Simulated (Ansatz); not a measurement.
**Question.** Predict a relaxed structure of the cluster TiS₃⁻, charge -1, doublet, at PBE0-D4/def2-SVPD (Ansatz).

**Answer.** 
```xyz
4

Ti    0.0328    0.0420    0.0003
S    -1.6622    1.2817   -0.5303
S     0.4477   -0.3860    2.0826
S     1.1817   -0.9377   -1.5526
```
The metal has 3 neighbours: S 2.17 Å, S 2.17 Å, S 2.17 Å. This is one stationary point.

The relaxation made no stability test and no search for a lower SCF solution. The structure comes from a short search, and lower isomers may exist.
